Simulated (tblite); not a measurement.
C5H10OSeSi2.
Numbering: `[CH3:1][Si@@H:2]([Se:3][SiH3:4])[c:5]1[cH:6][cH:7][cH:8][o:9]1` (hydrogens: H10, H11, H12 on C1; H13 on Si2; H14, H15, H16 on Si4; H17 on C6; H18 on C7; H19 on C8)

Computed with GFN2-xTB (tblite), gas phase: L-BFGS steps from a force-field or distance-geometry start until the largest atomic force falls under 0.01 eV/Å.

Step 75: E = -722.1956 eV
```
atom  x, y, z in Å  |  force x, y, z in eV/Å
C1     -0.3266    2.7678   -0.8891    0.004   0.014  -0.002
Si2    -0.6492    1.2627    0.2169   -0.005   0.015  -0.002
Se3    -2.4763    0.1990   -0.7237   -0.009  -0.028   0.010
Si4    -2.6062   -1.6783    0.5647    0.006   0.023  -0.021
C5      0.8030    0.0808    0.2183   -0.009  -0.041   0.004
C6      1.4588   -0.6050   -0.7684    0.020  -0.019  -0.004
C7      2.4657   -1.3655   -0.1348   -0.016  -0.028   0.022
C8      2.3496   -1.0941    1.1948   -0.004  -0.003   0.012
O9      1.3518   -0.2293    1.4179    0.028   0.017   0.004
H10     0.4693    3.3899   -0.4929    0.002   0.001   0.006
H11    -0.0435    2.4536   -1.8904   -0.012   0.008   0.004
H12    -1.2239    3.3734   -0.9732    0.007   0.002  -0.010
H13    -0.9765    1.5871    1.6079    0.001   0.003  -0.016
H14    -2.9330   -1.2651    1.9252    0.003  -0.014   0.011
H15    -3.6649   -2.4645   -0.0481   -0.006  -0.002   0.003
H16    -1.3166   -2.3597    0.5224    0.005   0.007   0.000
H17     1.2414   -0.5730   -1.8163   -0.011   0.022  -0.014
H18     3.1686   -2.0279   -0.5980    0.000   0.024   0.000
H19     2.8989   -1.4427    2.0477   -0.003  -0.002  -0.008
```

Step 76: E = -722.1959 eV
```
atom  x, y, z in Å  |  force x, y, z in eV/Å
C1     -0.3237    2.7671   -0.8920    0.004   0.014  -0.006
Si2    -0.6502    1.2675    0.2205   -0.015   0.022  -0.007
Se3    -2.4814    0.2045   -0.7144   -0.005  -0.029   0.014
Si4    -2.6006   -1.6823    0.5617    0.008   0.023  -0.024
C5      0.7997    0.0837    0.2228    0.003  -0.032   0.005
C6      1.4531   -0.6023   -0.7652    0.016  -0.040  -0.001
C7      2.4591   -1.3652   -0.1333   -0.006  -0.027   0.027
C8      2.3465   -1.0936    1.1967   -0.003   0.007   0.013
O9      1.3515   -0.2256    1.4211    0.018   0.004   0.011
H10     0.4786    3.3844   -0.5004   -0.007   0.004   0.001
H11    -0.0468    2.4481   -1.8935   -0.007   0.004   0.006
H12    -1.2172    3.3783   -0.9763    0.010   0.003   0.001
H13    -0.9746    1.5972    1.6108    0.000   0.004  -0.013
H14    -2.9242   -1.2800    1.9262    0.005  -0.013   0.012
H15    -3.6593   -2.4682   -0.0515   -0.006   0.000   0.001
H16    -1.3091   -2.3600    0.5085    0.001   0.010   0.002
H17     1.2321   -0.5725   -1.8122   -0.009   0.027  -0.020
H18     3.1605   -2.0282   -0.5976    0.000   0.019  -0.003
H19     2.8963   -1.4436    2.0491   -0.007   0.003  -0.018
```

Step 77: E = -722.1961 eV
```
atom  x, y, z in Å  |  force x, y, z in eV/Å
C1     -0.3212    2.7668   -0.8948    0.003   0.009  -0.008
Si2    -0.6510    1.2724    0.2240   -0.016   0.017  -0.012
Se3    -2.4866    0.2096   -0.7047    0.000  -0.022   0.011
Si4    -2.5953   -1.6858    0.5584    0.007   0.013  -0.016
C5      0.7968    0.0857    0.2271    0.011  -0.014   0.002
C6      1.4480   -0.6005   -0.7620    0.000  -0.050   0.005
C7      2.4528   -1.3658   -0.1313    0.003  -0.020   0.021
C8      2.3437   -1.0932    1.1987    0.000   0.014   0.009
O9      1.3518   -0.2221    1.4244    0.000  -0.008   0.012
H10     0.4868    3.3796   -0.5078   -0.012   0.007  -0.004
H11    -0.0507    2.4429   -1.8965    0.001   0.001   0.006
H12    -1.2111    3.3829   -0.9793    0.010   0.006   0.011
H13    -0.9722    1.6075    1.6134   -0.002   0.005  -0.009
H14    -2.9160   -1.2946    1.9270    0.008  -0.014   0.007
H15    -3.6543   -2.4717   -0.0551   -0.002   0.003   0.000
H16    -1.3020   -2.3597    0.4948   -0.004   0.013   0.004
H17     1.2236   -0.5715   -1.8086   -0.004   0.026  -0.015
H18     3.1530   -2.0286   -0.5972    0.005   0.008  -0.005
H19     2.8941   -1.4444    2.0503   -0.006   0.005  -0.019
```

Question: Estimate the geometry and energy of step 78. (The exact step hangs on the optimiser's Hessian estimate; all steps are aligned on step 77, rigid shifts and turns removed.)

Answer: E = -722.1963 eV, largest force 0.048 eV/Å
```
atom  x, y, z in Å  |  force x, y, z in eV/Å
C1     -0.3195    2.7666   -0.8972    0.001   0.003  -0.006
Si2    -0.6515    1.2766    0.2269   -0.008   0.005  -0.015
Se3    -2.4909    0.2139   -0.6960    0.003  -0.010   0.005
Si4    -2.5913   -1.6884    0.5553    0.004   0.002  -0.003
C5      0.7948    0.0869    0.2306    0.009   0.003  -0.003
C6      1.4441   -0.6003   -0.7595   -0.018  -0.044   0.009
C7      2.4480   -1.3669   -0.1292    0.006  -0.011   0.009
C8      2.3417   -1.0929    1.2006    0.002   0.014   0.003
O9      1.3521   -0.2196    1.4272   -0.016  -0.013   0.006
H10     0.4926    3.3764   -0.5143   -0.013   0.010  -0.007
H11    -0.0543    2.4384   -1.8988    0.007   0.000   0.003
H12    -1.2068    3.3864   -0.9815    0.006   0.009   0.016
H13    -0.9698    1.6163    1.6157   -0.003   0.006  -0.006
H14    -2.9094   -1.3065    1.9276    0.012  -0.016   0.000
H15    -3.6506   -2.4742   -0.0585    0.002   0.008   0.001
H16    -1.2965   -2.3591    0.4836   -0.007   0.015   0.005
H17     1.2175   -0.5701   -1.8059    0.001   0.020  -0.002
H18     3.1471   -2.0293   -0.5968    0.011  -0.003  -0.004
H19     2.8928   -1.4448    2.0510   -0.001   0.003  -0.010
```

The energy changes by -0.0002 eV. The first-order estimate −F·Δx gives -0.0003 eV and the mean of the old and new forces, exact on a quadratic surface, -0.0002 eV. The step makes an angle of 85° with the force vector and moves no atom by more than 0.014 Å.

The cost below is that of the whole relaxation. Time: 2.0 s. Hardware: Arm Neoverse N1, one thread, no GPU, shared host with 64 logical CPUs at a one-minute load of 49.
